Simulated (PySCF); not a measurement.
A search over the determinants of CaTl

Unrestricted PBE0; PySCF, scalar-relativistic core potentials, basis sets Ca def2-SVPD, Tl def2-SVPD with ECP60. Outer shells of the fragments: Ca 4s2; Tl 5d10 6s2 6p1.

Followed along the bond (rough minima from three points):

```
2Ms+1   unpaired  ⟨S²⟩ at the start  R at minimum (Å)  Te (eV)
    2        π ↑               0.89              3.30     0.00
    2        σ ↑               0.76              3.70     0.19
    4  σ ↑, π ↑↑               3.75              2.91     0.68
    4  σ ↑↑, π ↑               3.75              3.24     0.81
    2  σ ↓, π ↑↑               1.75  none in the scan   ≤ 1.01
```

Solutions found at the starting distance of 3.020 Å, counted from the lowest of them; the search is not exhaustive and high or unbound solutions are not listed, so other states can lie among these:

```csv
2Ms+1,unpaired,term,E (eV),⟨S²⟩,⟨Lz²⟩,μ (D)
2,π ↑,²Π,0.00,0.89,1.01,-1.66
2,σ ↑,²Σ⁺,0.53,0.76,0.00,0.38
4,"σ ↑, π ↑↑",⁴Σ⁻,0.61,3.75,0.00,-4.59
4,"σ ↑↑, π ↑",⁴Π,0.78,3.75,1.01,-2.85
2,"σ ↓, π ↑↑",mixed,0.93,1.75,0.00,-3.33
2,"σ ↑, π ↑↓",mixed,0.95,1.75,2.02,-3.97
2,σ ↑,mixed,1.41,0.77,2.00,-3.90
4,"σ ↑, π ↑↑",mixed,1.83,3.75,2.01,0.44
4,"σ ↑, π ↑, δ ↑",mixed,2.11,3.75,5.00,-3.27
2,"σ ↑, π ↑, δ ↓",mixed,2.40,1.75,4.81,-4.11
```

A term symbol is given only where ⟨S²⟩ and ⟨Lz²⟩ are close to those of a pure state; real π, δ and φ orbitals otherwise mix terms. A positive dipole means Ca(−)Tl(+).

Compare the gap between the two lowest followed solutions at the starting distance with the gap between their minima.

At PBE0 the second solution (doublet, unpaired electrons σ ↑) lies +0.53 eV from the first (doublet, unpaired electrons π ↑) at 3.020 Å and +0.19 eV at the minima; the two curves relax by different amounts, since their minima lie near 3.70 and 3.30 Å.

Spin–orbit coupling is left out, which matters for elements this heavy, above all for dissociation energies.
